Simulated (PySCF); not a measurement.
Ta²⁺: excitation energy

Ta²⁺ [Xe] 4f14 5d3 (4F) → Ta²⁺ [Xe] 4f14 5d2 6p1 (high-spin determinant), as a difference of total energies. All numbers are calculated (PySCF 2.14, scalar relativity by spin-free X2C-1e, in x2c-TZVPPall with one added diffuse shell each of s, p, d, f type (12s8p8d4f1g, 113 functions)). Correlated levels: valence: [Xe] 4f14 frozen. The calculations carry no spin-orbit coupling.

```
           method  excitation energy (eV)
              UHF                   6.655
              LDA                   6.688
              PBE                   6.605
             PBE0                   6.761
           r2SCAN                   6.723
    MP2 (valence)                   6.712
SCS-MP2 (valence)                   6.674
```

Question: How much does correlation contribute at MP2 (valence)?

Answer: 6.712 − (6.655) = 0.057 eV, measured against UHF.

A first-order spin-orbit estimate (lowest level to lowest level, LS coupling) adds -0.361 eV.

The determinant of the upper state mixes LS terms, which raises its energy above the lowest term, most at the Hartree-Fock and MP2 levels.
